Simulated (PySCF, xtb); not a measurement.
BrClFHOSi, SMILES O[Si](F)(Cl)Br. One conformer was computed; it need not be the lowest.

Harmonic wavenumbers (cm⁻¹) from GFN2-xTB (xtb) at its own minimum, in rising order: 116, 157, 203, 214, 226, 266, 426, 580, 756, 841, 967, 3635.

What does B3LYP-D3(BJ)/def2-SVP (PySCF 2.14.0) give at its own minimum? (The exact figures need the calculation; the answer reports its results.)

127, 155, 222, 255, 262, 300, 442, 593, 786, 896, 988, 3868. Paired by order, the mean absolute difference is 43 cm⁻¹ and the zero-point energies are 12.0 and 12.7 kcal/mol.
